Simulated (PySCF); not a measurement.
**Working out the excitation energy of N²⁺**

N²⁺ [He] 2s2 2p1 (2P) → N²⁺ [He] 2s1 2p2 (4P). Computed with PySCF 2.14 in x2c-TZVPPall, with scalar relativity by spin-free X2C-1e. Frozen: 1s2. Energies in hartree (1 hartree = 27.21139 eV):

```
            part  N²⁺ (lower)  N²⁺ (upper)
             UHF   -52.848339   -52.658113
CCSD correlation    -0.082295    -0.015003
             (T)    -0.001016    -0.000030
```

Q: What does Hartree-Fock give?

A: (-52.658113) − (-52.848339) = 0.190226 hartree = 5.176 eV.

Q: What do CCSD and CCSD(T) give?

A: The CCSD correlation energies differ by 0.067292 hartree = 1.831 eV and the triples by 0.000986 hartree = 0.027 eV, so CCSD gives 7.007 eV and CCSD(T) 7.034 eV.
